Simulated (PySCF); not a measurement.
H3Si2, SMILES [SiH3][Si] (connectivity only; charge and spin as stated), neutral, multiplicity 2. Atoms are numbered in the order given.

```xyz
5

Si    -1.3577    -0.0108     0.0000
Si     1.0243    -0.0088     0.0000
H      1.6795    -0.5923     1.2009
H      1.3091     1.4591     0.0000
H      1.6795    -0.5923    -1.2009
```
Charge 0, spin multiplicity 2.

Geometry: B3LYP-D3(BJ)/def2-TZVP. The isomer is the one that the SMILES or the coordinates give; other isomers of the formula were not compared.

All values below come from B3LYP/pcH-1 (PySCF).

Unrestricted Kohn–Sham, ⟨S²⟩ = 0.753. Hyperfine tensors hold the contact and dipolar terms, without spin-orbit corrections.

**Question.** Estimate the hyperfine couplings. (Estimate from the structure and the level; the computed values follow.)

**Answer.** 
```tsv
nucleus	A(iso) (MHz)	A(iso) (G)	dipolar principal values (MHz)
29Si no. 1	3.7	1.3	-202.7, 99.3, 103.4
29Si no. 2	25.6	9.1	-1.4, -0.2, 1.6
1H no. 3	44.7	15.9	-2.1, -1.0, 3.1
1H no. 4	-4.2	-1.5	-2.5, -1.4, 3.9
1H no. 5	44.7	15.9	-2.1, -1.0, 3.1
```
